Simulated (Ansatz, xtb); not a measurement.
# GeH6OSn: which of two structures lies lower

Structure I is `[OH][GeH2][SnH3]`, a singlet and structure II is a singlet given by its coordinates. Both are isolated molecules in the gas phase, relaxed with B3LYP-D3(BJ)/def2-SVP; the shapes shown needn't be the lowest conformers.

I (Å):

```xyz
9

Ge    0.5606    0.2679    0.7135
O    -0.7666   -0.9296    0.9404
Sn    0.2143    1.9453    2.6936
H    -0.7603   -1.6223    0.2662
H     1.9320   -0.4571    0.7665
H     0.4252    0.9390   -0.6796
H    -1.3321    2.6857    2.5804
H     0.3357    1.1216    4.1965
H     1.4164    3.1771    2.6451
```

II (Å):

```yaml
atoms:
  - { symbol: Ge, position_ang: [-0.2430, 1.8360, 2.3445] }
  - { symbol: O, position_ang: [1.0180, -0.8657, 0.9124] }
  - { symbol: Sn, position_ang: [-1.2014, 0.1134, 0.4482] }
  - { symbol: H, position_ang: [0.9948, -1.4754, 1.6655] }
  - { symbol: H, position_ang: [1.5538, -0.1116, 1.2180] }
  - { symbol: H, position_ang: [-0.3282, 1.0884, -0.7729] }
  - { symbol: H, position_ang: [-0.4683, 3.3620, 2.1825] }
  - { symbol: H, position_ang: [-0.6163, 1.5029, 3.8172] }
  - { symbol: H, position_ang: [1.3230, 1.6608, 2.3212] }
```

Close contacts (Å): Ge1–Sn3 2.74, O2–Sn3 2.47, Ge1–H7 1.55, Ge1–H8 1.56, Ge1–H9 1.58, O2–H4 0.97, O2–H5 0.97, Sn3–H6 1.79.

Estimate which is lower in electronic energy at CCSD(T)/def2-TZVP, and by roughly how much.

The CCSD(T)/def2-TZVP calculation puts structure I lower, by 8.6 kcal/mol.

How the difference moves with the method:

| level | geometry | E(II) − E(I) (kcal/mol) | departure from the last row (kcal/mol) | job, with rough time for the two |
| --- | --- | --- | --- | --- |
| B3LYP-D3(BJ)/def2-SVP | B3LYP-D3(BJ)/def2-SVP | −1.9 | −10.4 | optimisation, 63 s |
| HF/def2-TZVP | B3LYP-D3(BJ)/def2-SVP | +11.3 | +2.7 | part of the CCSD(T) run |
| MP2/def2-TZVP | B3LYP-D3(BJ)/def2-SVP | +8.1 | −0.5 | part of the CCSD(T) run |
| CCSD(T)/def2-TZVP | B3LYP-D3(BJ)/def2-SVP | +8.6 |  | single point, 50 s |

B3LYP-D3(BJ)/def2-SVP puts the two in the other order. The largest departure from CCSD(T)/def2-TZVP is that of B3LYP-D3(BJ)/def2-SVP, 10.4 kcal/mol. Levels run at GFN2-xTB geometries aren't shown.

With harmonic frequencies from B3LYP-D3(BJ)/def2-SVP (ideal gas, rigid rotor, one conformer each, 298.15 K, 1 atm): the zero-point term adds +2.3 kcal/mol; ΔH is +11.3 and ΔG +10.5 kcal/mol.

The correlated steps freeze 14 core orbitals; the filled d shell of Ge and Sn is correlated, in a basis made for valence electrons. Atoms past krypton carry core potentials in the def2 sets and no spin–orbit term is included. Mirror images aren't counted in ΔG. Programs: Ansatz 0.2.0; the last row on 2 threads of Intel(R) Xeon(R) 6975P-C (Granite Rapids) on a shared host.
